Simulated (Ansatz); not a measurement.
A made-up structure of ZnSiH3F, closed shell:

```
atom    x (Å)    y (Å)    z (Å)
  F1   1.5262  -0.1899   2.8495
 Si2  -0.5291  -0.0824  -0.5517
 Zn3   1.1903   0.1698   1.0973
  H4  -0.4459  -1.3624  -1.3132
  H5  -0.5489   1.0091  -1.5683
  H6   2.3087   0.3334   2.1653
```

It is relaxed with PBE-D4/def2-SVP and then PBE0-D4/def2-TZVP (Ansatz 0.2.0). Atoms count as bonded within 1.22 times the sum of their covalent radii (H–H: 0.88 Å). The end point is not checked to be a true minimum.

Does its bonding change? (A judgement: the text doesn't fix the answer.)

The calculation gives: Yes. Formed: F1–H6; broken: F1–Zn3, Zn3–H6.

Where it ends: The first stage lowers the energy by 1.45 eV in 20 steps. It ends as a complex of ZnSiH₂ ([SiH2][Zn]) + HF:
```
6
angstrom
F 2.0523 0.1478 2.8240
Si -1.1722 -0.1618 -1.0349
Zn -0.0076 -0.0368 1.0743
H -0.0999 -1.2293 -1.3044
H -0.1890 0.9670 -1.3836
H 2.9178 0.1907 2.5036
```

Labels in which every atom is bracketed show which atoms are joined, not bond orders.

For scale, one of the runs: PBE0-D4/def2-TZVP relaxation, 134 basis functions, launched by `ansatz run in.yaml --threads 2 --pin off --events-out ev --progress --plain --max-ram 4352MiB`. Hardware: 2 CPU threads of an Arm Neoverse V2, shared host. Wall time about 16 s.
